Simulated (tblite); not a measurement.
Parent: `[N:1]#[C:2][C@H:3]1[CH2:4][CH2:5][SiH2:6][O:7][CH2:8]1` with C2–C3–C4–C5 -169°, C3–C4–C5–Si6 -54°, C4–C5–Si6–O7 36°, C5–Si6–O7–C8 -35°, C5H9NOSi.

The geometries are computed with GFN2-xTB (gas phase). One conformer each, not checked by frequencies here.

```json
{"coordinate of the parent": "N1≡C2", "value": "1.143 Å"}
{"coordinate of the parent": "C2–C3", "value": "1.442 Å"}
{"coordinate of the parent": "C3–C4", "value": "1.538 Å"}
{"coordinate of the parent": "C4–C5", "value": "1.529 Å"}
{"coordinate of the parent": "C5–Si6", "value": "1.907 Å"}
{"coordinate of the parent": "Si6–O7", "value": "1.630 Å"}
{"coordinate of the parent": "O7–C8", "value": "1.395 Å"}
{"coordinate of the parent": "C3–C8", "value": "1.538 Å"}
{"coordinate of the parent": "N1–C2–C3", "value": "178.9°"}
{"coordinate of the parent": "C2–C3–C4", "value": "109.9°"}
{"coordinate of the parent": "C2–C3–C8", "value": "109.3°"}
{"coordinate of the parent": "C4–C3–C8", "value": "112.0°"}
{"coordinate of the parent": "C3–C4–C5", "value": "111.1°"}
{"coordinate of the parent": "C4–C5–Si6", "value": "108.7°"}
{"coordinate of the parent": "C5–Si6–O7", "value": "105.4°"}
{"coordinate of the parent": "Si6–O7–C8", "value": "123.7°"}
{"coordinate of the parent": "C3–C8–O7", "value": "111.9°"}
```

Question: In one relative the bonds that all share with the parent change as follows (parent's numbers): C2–C3 +0.096, C3–C4 -0.007, C4–C5 +0.001, C5–Si6 -0.002, Si6–O7 -0.002, O7–C8 +0.002, C3–C8 -0.006 Å. Which is it?
A. `[N:1]#[C:2][C@@H:3]1[CH2:4][O:5][SiH2:6][CH2:7][C:8]1=[O:9]` with C2–C3–C4–O5 -65°, C3–C4–O5–Si6 -45°, C4–O5–Si6–C7 34°, O5–Si6–C7–C8 -39°
B. `[N:1]#[C:2][CH2:3][C@@H:4]1[CH2:5][CH2:6][SiH2:7][O:8][CH2:9]1` with C2–C3–C4–C5 60°, C3–C4–C5–C6 168°, C4–C5–C6–Si7 54°, C5–C6–Si7–O8 -35°, C6–Si7–O8–C9 34°
C. `[CH:1]#[C:2][C@@H:3]1[CH2:4][SiH2:5][O:6][CH2:7][C@H:8]1[C:9]#[N:10]` with C2–C3–C4–Si5 -175°, C3–C4–Si5–O6 36°, C4–Si5–O6–C7 -35°, Si5–O6–C7–C8 48°

Answer: B. The changes in all of them (Å):

```json
{"SMILES": "N#CC[C@@H]1CC[SiH2]OC1", "C2–C3": "+0.096", "C3–C4": "-0.007", "C4–C5": "+0.001", "C5–Si6": "-0.002", "Si6–O7": "-0.002", "O7–C8": "+0.002", "C3–C8": "-0.006"}
{"SMILES": "C#C[C@@H]1C[SiH2]OC[C@H]1C#N", "C2–C3": "+0.001", "C3–C4": "+0.009", "C4–C5": "+0.007", "C5–Si6": "-0.001", "Si6–O7": "0.000", "O7–C8": "-0.001", "C3–C8": "0.000"}
{"SMILES": "N#C[C@@H]1CO[SiH2]CC1=O", "C2–C3": "-0.004", "C3–C4": "+0.001", "C4–C5": "-0.053", "C5–Si6": "+0.021", "Si6–O7": "-0.005", "O7–C8": "-0.003", "C3–C8": "+0.010"}
```

Atoms are paired thus: N#CC[C@@H]1CC[SiH2]OC1: C2 = C3, C3 = C4, C4 = C5, C5 = C6, Si6 = Si7, O7 = O8, C8 = C9; C#C[C@@H]1C[SiH2]OC[C@H]1C#N: N1 = N10, C2 = C9, C3 = C8, C4 = C3, C5 = C4, Si6 = Si5, O7 = O6, C8 = C7; N#C[C@@H]1CO[SiH2]CC1=O: N1 = N1, C2 = C2, C3 = C3, C4 = C8, C5 = C7, Si6 = Si6, O7 = O5, C8 = C4.
